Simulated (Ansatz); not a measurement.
# Molecular dynamics, step by step

C$_{2}$H$_{6}$Se (SMILES C=C.[SeH2]), singlet, r2SCAN-D4/6-31G (Ansatz 0.2.0). Settings (timestep in fs, temperature in K, friction in 1/fs; T counts 27 degrees of freedom, while the starting velocities carry no drift of the centre of mass, so T starts below the set value):

```yaml
hamiltonian: {xc: r2scan, dispersion: d4}
md: {n_steps: 80, timestep: 0.5, temperature: 300, ensemble: nvt_langevin, seed: 224, friction: 0.05, initial_velocities: maxwell_boltzmann}
```

Start (the SMILES describes the start alone):

C1  (0.819, 0.105, -1.203)
C2  (-0.495, 0.104, -1.369)
H3  (1.375, -0.814, -1.056)
H4  (1.393, 1.026, -1.208)
H5  (-1.051, 1.024, -1.516)
H6  (-1.069, -0.816, -1.363)
Se7  (-0.237, -0.735, 2.145)
H8  (-0.437, -0.613, 3.596)
H9  (-0.298, 0.719, 1.974)
(Å)

| step | time (fs) | potential energy less the start (meV) | kinetic energy (meV) | T (K) |
| --- | --- | --- | --- | --- |
| 0 | 0.00 | 0.0 | 310.2 | 267 |
| 5 | 2.50 | 206.0 | 170.6 | 147 |
| 10 | 5.00 | 140.4 | 275.6 | 237 |
| 15 | 7.50 | 154.4 | 236.6 | 203 |
| 20 | 10.00 | 119.8 | 301.5 | 259 |
| 25 | 12.50 | 233.9 | 222.6 | 191 |
| 30 | 15.00 | 157.0 | 287.3 | 247 |
| 35 | 17.50 | 162.0 | 365.3 | 314 |
| 40 | 20.00 | 341.4 | 203.0 | 174 |
| 45 | 22.50 | 252.7 | 253.5 | 218 |
| 50 | 25.00 | 296.7 | 209.8 | 180 |
| 55 | 27.50 | 173.5 | 274.8 | 236 |
| 60 | 30.00 | 116.7 | 352.3 | 303 |
| 65 | 32.50 | 178.1 | 286.6 | 246 |
| 70 | 35.00 | 227.6 | 280.9 | 241 |
| 75 | 37.50 | 181.8 | 361.9 | 311 |
| 80 | 40.00 | 186.5 | 239.8 | 206 |

Step 5, positions (Å) and forces (eV/Å):

| atom | x | y | z | Fx | Fy | Fz |
| --- | --- | --- | --- | --- | --- | --- |
| C1 | 0.817 | 0.097 | -1.207 | 2.006 | 3.015 | 0.148 |
| C2 | -0.479 | 0.107 | -1.379 | -2.949 | -1.608 | -0.168 |
| H3 | 1.380 | -0.760 | -1.004 | 0.855 | -1.496 | 0.045 |
| H4 | 1.414 | 1.073 | -1.206 | -0.835 | -1.357 | 0.078 |
| H5 | -1.076 | 1.010 | -1.456 | 0.077 | 0.130 | -0.250 |
| H6 | -1.085 | -0.861 | -1.408 | 0.852 | 1.320 | 0.144 |
| Se7 | -0.239 | -0.734 | 2.146 | 0.153 | 0.315 | -1.104 |
| H8 | -0.480 | -0.602 | 3.558 | -0.187 | -0.024 | 1.215 |
| H9 | -0.287 | 0.759 | 2.004 | 0.028 | -0.296 | -0.108 |

Step 15, positions (Å) and forces (eV/Å):

| atom | x | y | z | Fx | Fy | Fz |
| --- | --- | --- | --- | --- | --- | --- |
| C1 | 0.849 | 0.114 | -1.202 | 0.110 | -2.181 | 0.553 |
| C2 | -0.475 | 0.093 | -1.390 | -0.428 | 0.891 | 0.019 |
| H3 | 1.489 | -0.794 | -0.965 | -1.051 | 0.941 | -0.672 |
| H4 | 1.377 | 1.015 | -1.180 | 0.877 | 1.593 | 0.152 |
| H5 | -1.098 | 1.019 | -1.450 | 0.739 | -0.613 | -0.207 |
| H6 | -1.042 | -0.812 | -1.471 | -0.237 | -0.626 | 0.166 |
| Se7 | -0.246 | -0.731 | 2.153 | -0.055 | 0.811 | 0.050 |
| H8 | -0.539 | -0.629 | 3.608 | -0.008 | -0.228 | 0.168 |
| H9 | -0.281 | 0.789 | 2.115 | 0.054 | -0.588 | -0.228 |

Step 45, positions (Å) and forces (eV/Å):

```csv
atom,x,y,z,Fx,Fy,Fz
C1,0.887,0.116,-1.192,1.456,-0.856,0.378
C2,-0.424,0.070,-1.421,0.520,0.174,-0.783
H3,1.402,-0.869,-1.185,0.254,0.920,0.363
H4,1.472,1.061,-1.020,-0.603,-1.073,-0.282
H5,-0.837,1.037,-1.625,-1.382,0.212,0.155
H6,-0.906,-0.893,-1.636,-0.225,0.653,0.182
Se7,-0.244,-0.732,2.153,-0.011,0.340,-0.045
H8,-0.607,-0.870,3.595,0.034,0.092,0.020
H9,-0.192,0.777,2.234,-0.042,-0.461,0.013
```

Last step (80):

```tsv
atom	x (Å)	y (Å)	z (Å)
C1	0.9380	0.0957	-1.1636
C2	-0.3950	0.0755	-1.5062
H3	1.4966	-0.7927	-0.7964
H4	1.4839	1.0183	-1.0425
H5	-0.9529	1.0460	-1.6522
H6	-0.9378	-0.8706	-1.5031
Se7	-0.2389	-0.6907	2.1369
H8	-0.4652	-0.8660	3.6510
H9	-0.1627	0.7557	2.4288
```

The run took about 98 s on 4 CPU threads of an Arm Neoverse V1 (shared host).
